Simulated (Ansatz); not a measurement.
A structure drawn as `BC(=C)S`, with this starting geometry:

```xyz
9

B     0.953   -0.511   -0.848
C    -0.081    0.262   -0.041
C    -1.252   -0.281    0.174
S     0.251    1.836    0.616
H     0.804   -1.588   -1.307
H     2.078    0.003   -1.058
H    -2.037    0.215    0.784
H    -1.519   -1.332   -0.158
H     0.803    1.396    1.838
```

Charge 0, multiplicity 1.

Question: Does it keep its bonds when Ansatz relaxes it at PBE-D4/def2-SVP and then PBE0-D4/def2-TZVP?

Answer: Yes, every drawn bond is still there and no new one forms.

Question: Give the relaxed structure. (Best estimate.)

Answer: The calculation gave: 
Z-matrix (Å, degrees):
```
B
C 1 1.538
H 1 1.195 2 118.2
H 1 1.197 2 121.7 3 -180.0
C 2 1.345 1 118.7 3 -0.1
S 2 1.762 1 121.6 3 179.9
H 5 1.087 2 123.5 1 -180.0
H 5 1.083 2 119.4 1 0.0
H 6 1.340 2 96.5 1 -0.1
```
All modes are real.

Atoms count as bonded under 1.1 times the sum of their covalent radii (H–H under 0.85 Å, pairs among N, O and F under 1.55 Å), and a drawn bond as lost past 1.3 times.
